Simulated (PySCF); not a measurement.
A run for PySCF: R-MP2/6-31G* on CH5BFN (SMILES CB(N)F).

```python
from pyscf import gto, scf, dft, mp
from pyscf.data.elements import chemcore

mol = gto.M(
    atom='''
    C    -1.14762450   -0.33035690   -0.00755543
    B     0.17243939    0.51672770   -0.04241338
    N     1.46055941   -0.01946329    0.05048267
    F     0.07621795    1.86009675   -0.17071633
    H    -1.72697842   -0.16796261   -0.92088447
    H    -1.78455259   -0.00641505    0.82044570
    H    -0.97648909   -1.40270008    0.09759199
    H     2.28817915    0.55310522    0.02453661
    H     1.63824868   -1.00303175    0.14851264
    ''',
    basis='6-31g*',
    cart=True,
    charge=0, spin=0, verbose=3, max_memory=1800)
mf = scf.RHF(mol)
mf.conv_tol = 1e-8
mf.max_cycle = 100
mf.kernel()
if not mf.converged:
    mf = mf.newton().run(mf.mo_coeff, mf.mo_occ)
pt = mp.MP2(mf, frozen=chemcore(mol)).run()
```

Output:

```
converged SCF energy = -219.47044324968
E(RMP2) = -220.010541119967  E_corr = -0.540097870287144
E(SCS-RMP2) = -219.99926312032  E_corr = -0.528819870639476
```

The run converged.

Cost: roughly 1.1 core-seconds.
